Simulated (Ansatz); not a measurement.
Process, species as SMILES: O=C=N[Si](F)(F)F + C (CH4) + N (NH3) + 3 [SiH4] (SiH4) -> C=N (CH3N) + C=O (CH2O) + 3 F[SiH3] [fluorosilane] + N[SiH3]
Each molecule is optimised on its own at B3LYP-D3(BJ)/def2-TZVP (Ansatz, a quantum-chemistry and plane-wave program), one conformer each, not searched for the lowest.

Wanted: bond separation energy (electronic energy difference), in eV. Cores are frozen in the correlated levels unless marked. Spin-orbit coupling is left out. Non-relativistic unless marked X2C. Basis-set limits of correlation are two-point, X^-3; Hartree-Fock from the larger set.

```tsv
level	program	bond separation energy (eV)
PBE-D4/def2-TZVPD	Ansatz + dftd4	3.21
BLYP-D3(BJ)/def2-TZVPD	Ansatz + dftd3	2.99
revPBE-D3(BJ)/def2-TZVPD	Ansatz + dftd3	3.08
revPBE-D4/def2-TZVPD	Ansatz + dftd4	3.19
B3LYP-D4/def2-TZVPD	Ansatz + dftd4	…
PBE0-D3(BJ)/def2-TZVP	Ansatz + dftd3	…
PBE0/def2-TZVPD	Ansatz	3.20
PBE0/def2-QZVPP	Ansatz	3.21
CCSD/6-31G*	Ansatz	…
CCSD/cc-pV(Q+d)Z	Ansatz	2.96
X2C-CCSD(T)/cc-pVTZ-DK	Ansatz	3.04
CCSD(T)/CBS(cc-pV(T+d)Z,cc-pV(Q+d)Z)	Ansatz	…
```

Problem. Some entries are withheld; supply them.

Solution. 
- B3LYP-D4/def2-TZVPD, bond separation energy (eV): 3.09
- PBE0-D3(BJ)/def2-TZVP, bond separation energy (eV): 3.24
- CCSD/6-31G*, bond separation energy (eV): 3.13
- CCSD(T)/CBS(cc-pV(T+d)Z,cc-pV(Q+d)Z), bond separation energy (eV): 3.00
